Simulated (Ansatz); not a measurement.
Ansatz results at the PBE0-D4/def2-TZVP geometry: HOMO energy (PBE/def2-TZVPP) -5.67 eV; HOMO–LUMO gap (PBE/def2-TZVPP) 5.04 eV; HOMO energy (ωB97M-V/def2-TZVPP) -9.33 eV.

Each molecule was computed in one conformer, which needn't be the lowest.

Question: Which molecule gave them?
A. `O[SiH2]N[SiH](O)Cl`
B. `N[SiH2][SiH](N)O`
C. `N[SiH](O)N[SiH3]`
D. `Cl[SiH2]S[SiH](Cl)Cl`

Answer: B. The others give `Cl[SiH2]S[SiH](Cl)Cl`: -7.03, 5.62, -10.41; `N[SiH](O)N[SiH3]`: -6.21, 5.71, -9.88; `O[SiH2]N[SiH](O)Cl`: -6.58, 5.90, -10.26.
